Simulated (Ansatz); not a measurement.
`N[Si]1(F)CO1` and `N[Si]1([AlH2])CO1` differ in one atom or group.

Ansatz, PBE0-D4/def2-TZVP geometries, multiplicity 1. Each molecule was computed in one conformer, which needn't be the lowest.

| property | `N[Si]1(F)CO1` |
| --- | --- |
| HOMO energy (ωB97M-V/def2-TZVPP) / eV | -9.72 |
| size of the dipole moment (ωB97M-V/def2-TZVPP) / D | 2.94 |
| HOMO–LUMO gap (ωB97M-V/def2-TZVPP) / eV | 11.65 |
| HOMO energy (PBE0/def2-TZVPP) / eV | -7.42 |
| HOMO energy (B3LYP/def2-TZVPP) / eV | -7.20 |
| size of the dipole moment (B3LYP/def2-TZVPP) / D | 2.93 |

Q: Give the same properties after the change, and the shifts. (An estimate is asked.)

A: The calculation gave: 
| property | `N[Si]1([AlH2])CO1` | shift |
| --- | --- | --- |
| HOMO energy (ωB97M-V/def2-TZVPP) / eV | -9.03 | 0.69 |
| size of the dipole moment (ωB97M-V/def2-TZVPP) / D | 2.44 | -0.50 |
| HOMO–LUMO gap (ωB97M-V/def2-TZVPP) / eV | 8.43 | -3.22 |
| HOMO energy (PBE0/def2-TZVPP) / eV | -6.84 | 0.58 |
| HOMO energy (B3LYP/def2-TZVPP) / eV | -6.62 | 0.58 |
| size of the dipole moment (B3LYP/def2-TZVPP) / D | 2.39 | -0.54 |

With PBE0 the HOMO rises by 0.58 eV and the LUMO falls by 2.61 eV, so the gap narrows by about 3.19 eV. PBE moves the HOMO by 0.43 eV and ωB97M-V by 0.69 eV. Dipoles are sizes alone; their direction can turn.

B3LYP here is the variant with VWN-RPA as its local correlation; programs differ in this.
